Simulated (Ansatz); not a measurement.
Start from `C=C[Si](O)(O)O[SiH3]` and change one atom or group to get `C=C[Si](O)(Cl)O[SiH3]`.

Ansatz, PBE0-D4/def2-TZVP geometries, multiplicity 1. Each molecule was computed in one conformer, which needn't be the lowest.

```tsv
property	`C=C[Si](O)(O)O[SiH3]`
HOMO energy (PBE0/def2-TZVPP) / eV	-8.05
HOMO–LUMO gap (ωB97M-V/def2-TZVPP) / eV	11.93
HOMO energy (PBE/def2-TZVPP) / eV	-6.88
HOMO–LUMO gap (B3LYP/def2-TZVPP) / eV	7.15
HOMO–LUMO gap (PBE/def2-TZVPP) / eV	5.43
HOMO–LUMO gap (PBE0/def2-TZVPP) / eV	7.62
```

**Question.** What does the change do to each property? (An estimate is asked.)

**Answer.** Ansatz gave: 
| property | `C=C[Si](O)(Cl)O[SiH3]` | shift |
| --- | --- | --- |
| HOMO energy (PBE0/def2-TZVPP) / eV | -8.30 | -0.25 |
| HOMO–LUMO gap (ωB97M-V/def2-TZVPP) / eV | 11.90 | -0.03 |
| HOMO energy (PBE/def2-TZVPP) / eV | -7.14 | -0.26 |
| HOMO–LUMO gap (B3LYP/def2-TZVPP) / eV | 7.07 | -0.08 |
| HOMO–LUMO gap (PBE/def2-TZVPP) / eV | 5.36 | -0.07 |
| HOMO–LUMO gap (PBE0/def2-TZVPP) / eV | 7.54 | -0.08 |

With PBE0 the HOMO falls by 0.25 eV and the LUMO falls by 0.33 eV, so the gap narrows by about 0.08 eV. PBE moves the HOMO by -0.26 eV and ωB97M-V by -0.23 eV.

B3LYP here is the variant with VWN-RPA as its local correlation; programs differ in this.
